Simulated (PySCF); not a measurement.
SMILES [F][Sn][SiH3] (H3FSiSn), singlet (PBE0/def2-SVP optimised geometry):

```
6

Sn    -0.287    -1.644     0.000
F      1.679    -1.644     0.000
Si    -0.303     1.044     0.000
H      0.417     1.559    -1.210
H      0.418     1.558     1.211
H     -1.679     1.644     0.001
```

Method: PBE0/def2-TZVP, def2 effective core potentials past Kr (PySCF 2.14.0).

**Question.** What are the frontier orbital energies and the dipole moment?

**Answer.** HOMO-2 -9.66 eV, HOMO-1 -9.58 eV, HOMO -6.48 eV, LUMO -3.13 eV, LUMO+1 -1.05 eV; dipole moment 2.82 D.

On the same geometry PySCF 2.14.0 with PBE/def2-TZVP, def2 effective core potentials past Kr gives HOMO-2 -8.30 eV, HOMO-1 -8.19 eV, HOMO -5.52 eV, LUMO -3.84 eV, LUMO+1 -1.78 eV; dipole moment 2.66 D.
